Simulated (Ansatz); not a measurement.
Ansatz (a program for electronic structure) job for CBr₃, SMILES [C](Br)(Br)Br (connectivity only; charge and spin as stated), charge +1, multiplicity 1, PBE0/def2-SVPD. Coordinates come from a TPSSh-D3(BJ)/def2-SVP optimisation. The spin state was assumed, not searched. The isomer is the one that the SMILES or the coordinates give; other isomers of the formula were not compared.

Ansatz 0.2 input:
```yaml
crystal:
  periodic: [false, false, false]
  atoms:
    - {symbol: Br, position_ang: [-1.81758693, -0.00000000, -0.00000000]}
    - {symbol: C, position_ang: [-0.00000000, 0.00000000, 0.00000000]}
    - {symbol: Br, position_ang: [0.90879347, -1.57407646, -0.00000000]}
    - {symbol: Br, position_ang: [0.90879346, 1.57407646, -0.00000000]}
basis:
  gaussian:
    orbitals: def2-SVPD
hamiltonian:
  xc: {name: PBE0}
total_charge: 1
```

Program output:

```
WARN ansatz: RAYON_NUM_THREADS=1 ignored (pool sized by the plan → 1); use --threads N
Functional definition: PBE0
integrals: 0.13 GiB planned
1381 factors; integrals over basis functions are off by at most 4.9e-4 eV
mean field: 1.02 GiB planned
mean field evaluation 1: about -211112.8489 eV, gradient 2.7e1 eV
mean field evaluation 2: about -211107.7673 eV, gradient 5.1e1 eV
mean field evaluation 4: about -211114.5841 eV, gradient 1.4e0 eV
mean field evaluation 8: about -211114.6770 eV, gradient 2.9e-2 eV
mean field -211114.67705035 eV, -7758.3212829326 hartree, gradient 1.3e-5 eV, S^2 0.000000; 0 other end points of the search recorded, 0 dependent functions left out
reference -211114.67712378 eV, -7758.3212856310 hartree; 55, 55 occupied and 88, 88 virtual orbitals, 1381 factors
Total energy: -211114.67712378 eV, -7758.3212856310 hartree
```

The calculation finished and met its thresholds.
